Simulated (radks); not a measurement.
The numbers below are computed, except where a source is named.
Isoelectronic series with 10 electrons, each ion in its NIST ground configuration. Code: a radial shooting solver on a logarithmic mesh with Libxc functionals. Model: scalar-relativistic Kohn-Sham, r2SCAN, spin-unpolarised, spherical densities, finite nucleus; meta-GGA in the generalised Kohn-Sham scheme; Fermi nuclear charge, rms radius of each element as measured or else 0.836 A^(1/3) + 0.57 fm. Total energies (hartree) and orbital eigenvalues (eV) (* marks an orbital that is empty in some or all of the ions):

ion    configuration  E (hartree)        3p*        3s*         2p         2s
Tc33+           [Ne]  -3410.02940  -1817.950  -1908.139  -4468.205  -4764.465
Rh35+           [Ne]  -3759.90144  -2038.083  -2137.831  -4985.389  -5313.570
Ag37+           [Ne]  -4128.15762  -2271.133  -2381.415  -5531.753  -5895.343
In39+           [Ne]  -4515.04839  -2517.188  -2639.096  -6107.503  -6510.403
Sb41+           [Ne]  -4920.84453  -2776.341  -2911.097  -6712.860  -7159.420
I43+            [Ne]  -5345.83359  -3048.690  -3197.656  -7348.052  -7843.111
Cs45+           [Ne]   -5790.3254  -3334.340  -3499.031  -8013.321  -8562.256
La47+           [Ne]   -6254.6483  -3633.399  -3815.498  -8708.920  -9317.686
Pr49+           [Ne]   -6739.1557  -3945.981  -4147.351  -9435.114  -10110.30
Pm51+           [Ne]   -7244.2147  -4272.208  -4494.907  -10192.18  -10941.06
Eu53+           [Ne]   -7770.2102  -4612.205  -4858.498  -10980.41  -11810.97
Tb55+           [Ne]   -8317.6445  -4966.102  -5238.523  -11800.10  -12721.27
Ho57+           [Ne]   -8886.8632  -5334.039  -5635.326  -12651.57  -13673.00
Tm59+           [Ne]   -9478.4583  -5716.158  -6049.376  -13535.14  -14667.61
Lu61+           [Ne]  -10092.8497  -6112.610  -6481.078  -14451.16  -15706.34
Ta63+           [Ne]  -10730.7555  -6523.551  -6930.997  -15399.98  -16790.98
Re65+           [Ne]  -11392.6748  -6949.143  -7399.612  -16381.97  -17923.00
Ir67+           [Ne]  -12079.2665  -7389.557  -7887.499  -17397.50  -19104.19
Au69+           [Ne]  -12791.2394  -7844.969  -8395.278  -18446.99  -20336.52
